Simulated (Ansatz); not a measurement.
Reaction (isomerisation): `[SiH3]B(Cl)[SeH]` → `B[Se][SiH2]Cl`

Calculated with Ansatz (gas phase, PBE0-D4/def2-TZVP geometries, no zero-point term in ΔE). CBS: MP2 limit from def2 TZ/QZ plus the TZ coupled-cluster correction, frozen cores. Functionals use def2-TZVPP. B3LYP here is the variant with VWN-RPA as its local correlation; programs differ in this. For Se outer-core shells are correlated without core-valence functions, which leaves a few kJ/mol of doubt a bond. Scalar relativity is left out up to krypton. One conformer a species, not always the lowest.

`[SiH3]B(Cl)[SeH]`:

```xyz
8

Si    1.008    0.336    0.262
B    -0.739    0.057   -0.697
Cl   -1.017    0.845   -2.239
Se   -2.163   -1.043   -0.028
H     1.199    1.784    0.549
H     1.047   -0.417    1.546
H     2.133   -0.123   -0.597
H    -1.467   -1.439    1.204
```

`B[Se][SiH2]Cl`:

```xyz
8

B    -0.318    0.818    1.585
Se    1.004    1.098    0.231
Si    0.387   -0.619   -1.137
Cl   -1.152   -0.069   -2.375
H    -0.302    1.577    2.502
H    -1.101   -0.076    1.500
H     1.549   -0.965   -1.986
H    -0.068   -1.764   -0.320
```

```
             level  ΔE (kJ/mol)
            PBE-D4        -63.9
          B3LYP-D4        -75.9
     HF/def2-QZVPP        -97.9
SCS-MP2/def2-QZVPP        -87.4
```

**Question.** What does CCSD(T)/CBS give? (An estimate is asked.)

**Answer.** The calculation gave: -81.3 kJ/mol. The listed levels differ from it by 17.4, 5.4, -16.6, -6.1 kJ/mol.

Largest T1 diagnostic among the species: 0.013.

From PBE to PBE0 (25 % exact exchange), in def2-TZVPP and without D4, ΔE moves by −8.5 kJ/mol. In def2-TZVPP, CCSD(T) changes the Hartree–Fock value by +22.5 kJ/mol (the triples alone add +3.2 kJ/mol) and MP2 by +13.1 kJ/mol.
